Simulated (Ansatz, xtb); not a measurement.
# Relative energy of two isomers of C5H6BCl2N

We compare I, `Cn1cccc1B(Cl)Cl`, a singlet, with II, `ClB(Cl)Cn1cccc1`, a singlet. Both are isolated molecules in the gas phase, relaxed with PBE0-D3(BJ)/def2-SVP; the shapes shown needn't be the lowest conformers.

I (Å):

```xyz
15

C    -0.0559   -1.1741    0.0096
C     0.1249    0.9626   -1.2013
C     0.2037    2.3207   -0.9204
C     0.1633    2.4355    0.4744
C     0.0606    1.1492    1.0287
B    -0.0104    0.8350    2.5114
Cl    0.0347    2.1554    3.6809
Cl   -0.1384   -0.7968    3.1795
N     0.0400    0.2661   -0.0459
H    -0.0467   -1.5636   -1.0161
H     0.7893   -1.6059    0.5629
H    -0.9851   -1.4900    0.5031
H     0.1240    0.4457   -2.1602
H     0.2809    3.1213   -1.6527
H     0.2027    3.3504    1.0625
```

II (Å):

```yaml
atoms:
  - { symbol: C, position_ang: [-0.0518, -1.1531, 1.1920] }
  - { symbol: C, position_ang: [-0.4251, 0.3483, -0.7642] }
  - { symbol: C, position_ang: [-0.8864, 1.6332, -0.9607] }
  - { symbol: C, position_ang: [-1.1395, 2.1867, 0.3220] }
  - { symbol: C, position_ang: [-0.8227, 1.2181, 1.2515] }
  - { symbol: B, position_ang: [-1.2458, -2.1632, 1.3914] }
  - { symbol: Cl, position_ang: [-2.8673, -1.7756, 0.9021] }
  - { symbol: Cl, position_ang: [-0.9078, -3.7153, 2.1299] }
  - { symbol: N, position_ang: [-0.3795, 0.1095, 0.5826] }
  - { symbol: H, position_ang: [0.4210, -0.9788, 2.1747] }
  - { symbol: H, position_ang: [0.7321, -1.6582, 0.6002] }
  - { symbol: H, position_ang: [-0.1211, -0.4161, -1.4768] }
  - { symbol: H, position_ang: [-1.0173, 2.1224, -1.9239] }
  - { symbol: H, position_ang: [-1.5042, 3.1876, 0.5444] }
  - { symbol: H, position_ang: [-0.8735, 1.2305, 2.3385] }
```

Quicker runs give these differences E(II) − E(I): GFN2-xTB +13.3 kcal/mol; HF/STO-3G +17.9 kcal/mol (at GFN2-xTB geometries); r2SCAN-D4/def2-SVP +14.5 kcal/mol (at GFN2-xTB geometries).

Task: Estimate E(II) − E(I) at the level CCSD(T)/def2-SVP + ΔMP2/def2-TZVPP.

Result: Calculated at CCSD(T)/def2-SVP + ΔMP2/def2-TZVPP: E(II) − E(I) = +12.1 kcal/mol, so structure I lies lower.

Level by level:

```json
{"level": "GFN2-xTB", "geometry": "GFN2-xTB", "E(II) − E(I) (kcal/mol)": "+13.3", "departure from the last row (kcal/mol)": "+1.2", "job, with rough time for the two": "optimisation, 0.3 s"}
{"level": "HF/STO-3G", "geometry": "GFN2-xTB", "E(II) − E(I) (kcal/mol)": "+17.9", "departure from the last row (kcal/mol)": "+5.8", "job, with rough time for the two": "single point, 0.52 s"}
{"level": "r2SCAN-D4/def2-SVP", "geometry": "GFN2-xTB", "E(II) − E(I) (kcal/mol)": "+14.5", "departure from the last row (kcal/mol)": "+2.3", "job, with rough time for the two": "single point, 5.3 s"}
{"level": "PBE0-D3(BJ)/def2-SVP", "geometry": "PBE0-D3(BJ)/def2-SVP", "E(II) − E(I) (kcal/mol)": "+13.2", "departure from the last row (kcal/mol)": "+1.1", "job, with rough time for the two": "optimisation, 61 s"}
{"level": "HF/def2-SVP", "geometry": "PBE0-D3(BJ)/def2-SVP", "E(II) − E(I) (kcal/mol)": "+11.6", "departure from the last row (kcal/mol)": "−0.5", "job, with rough time for the two": "part of the CCSD(T) run"}
{"level": "MP2/def2-SVP", "geometry": "PBE0-D3(BJ)/def2-SVP", "E(II) − E(I) (kcal/mol)": "+13.8", "departure from the last row (kcal/mol)": "+1.6", "job, with rough time for the two": "part of the CCSD(T) run"}
{"level": "CCSD(T)/def2-SVP", "geometry": "PBE0-D3(BJ)/def2-SVP", "E(II) − E(I) (kcal/mol)": "+12.7", "departure from the last row (kcal/mol)": "+0.6", "job, with rough time for the two": "single point"}
{"level": "CCSD(T)/def2-SVP + ΔMP2/def2-TZVPP", "geometry": "PBE0-D3(BJ)/def2-SVP", "E(II) − E(I) (kcal/mol)": "+12.1", "departure from the last row (kcal/mol)": "", "job, with rough time for the two": "single point, 2.5 min"}
```

As drawn, both hold the same kinds of bond in the same numbers. Structure I has 1 methyl group, II 0.

None of the levels shown reverses the order. The largest departure from CCSD(T)/def2-SVP + ΔMP2/def2-TZVPP is that of HF/STO-3G, 5.8 kcal/mol. The last row adds to CCSD(T) the change of the MP2 difference between the two basis sets, here −0.6 kcal/mol.

With thermal terms from frequencies at re-optimised GFN2-xTB minima (ideal gas, soft modes damped towards free rotors, one conformer each, 298.15 K, 1 atm): the zero-point term adds −0.6 kcal/mol; ΔH is +11.5 and ΔG +11.1 kcal/mol.

The correlated steps freeze 17 core orbitals. Run with Ansatz 0.2.0, xtb 6.7.1; the last row on 4 threads of Arm Neoverse V2 on a shared host.
